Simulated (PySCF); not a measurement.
# Reading the logs of faulty runs: AlGeH2O2 cation

Calculated results; nothing here was measured. They come from PySCF 2.14.0, an open-source quantum chemistry program, on an isolated molecule that a program drew, which may never have been made. The molecule is AlGeH2O2 cation (charge +1, singlet), drawn as the SMILES string `[O]=[GeH][Al+][OH]`.

Each row is a Hartree-Fock (HF) and frozen-core CCSD(T) single point in the cc-pV(D+d)Z basis, meant for a local HF minimum. Run 1 is clean. Each other run has one planted mistake out of seven kinds, and not every kind appears here: one electron removed, one electron added, multiplicity raised by two, geometry at a saddle point, minimal basis STO-3G, one bond length entered in bohr, all coordinates scaled. The reference is restricted for singlets and unrestricted otherwise, and also for a bond in bohr. Adding or removing an electron swaps singlet and doublet. Electrons count all cores. HOMO and LUMO are orbital energies over both spins, the gradient is its largest component, and the lowest frequency (negative if imaginary) is given only where the gradient is small. Bond lengths are over the 5 bonds as drawn. T1 is the CCSD diagnostic: over 0.02 (restricted) or 0.045 (unrestricted) a single reference is doubtful. Germanium has the cc-pVDZ-PP basis, with a core potential (ECP10MDF) in place of its 10 inner electrons, and its 3s, 3p and 3d shells are frozen in CCSD(T).

Geometry of the clean run:
```xyz
6
AlGeH2O2 cation, angstrom
O     0.7625    0.6338   -1.3954
Ge    1.3525   -0.7373   -0.7959
Al    1.6471    0.0252    1.5997
O     1.7533    0.6992    3.0471
H     1.7065   -2.1296   -1.2612
H     1.7833    1.1683    3.8642
```

```
run,electrons,basis functions,<S^2>,HOMO (eV),LUMO (eV),gradient (hartree/bohr),lowest frequency (cm^-1),mean bond (Å),longest bond (Å),T1,HF (hartree),CCSD(T) (hartree),mistake
1,62,84,0.000,-15.90,-4.99,2.2e-05,42,1.6385,2.531,0.0298,-685.92799,-686.47811,no fault
2,61,84,0.770,-23.78,-11.17,9.0e-02,-,1.6385,2.531,0.0369,-685.45723,-685.94095,one electron removed
3,62,84,2.021,-12.31,-4.96,1.1e-01,-,1.6385,2.531,0.0343,-685.88740,-686.37856,multiplicity raised by two
4,63,84,0.778,-5.97,0.88,5.3e-02,-,1.6385,2.531,0.0268,-686.12971,-686.68408,?
5,62,84,0.000,-15.83,-5.04,4.1e-02,-,1.6893,2.610,0.0330,-685.92135,-686.48077,?
```

**Which mistake was planted in run 4, and what did it cost?**

It counts 63 electrons, one more than the clean run, at the same geometry and basis. So the mistake is: one electron added. Subtracting run 1 and multiplying by 627.51 kcal/mol a hartree, the energy moved by -126.6 kcal/mol in HF and -129.2 kcal/mol in CCSD(T).

**Which mistake was planted in run 5, and what did it cost?**

The mean and the longest bond both change by the same factor, 1.031, and the gradient is no longer small. So the mistake is: all coordinates scaled. Subtracting run 1 and multiplying by 627.51 kcal/mol a hartree, the energy moved by 4.2 kcal/mol in HF and -1.7 kcal/mol in CCSD(T).

Cautions from the logs. Run 1: T1 is over the limit, so its CCSD(T) energy is less reliable; run 5: T1 is over the limit, so its CCSD(T) energy is less reliable.
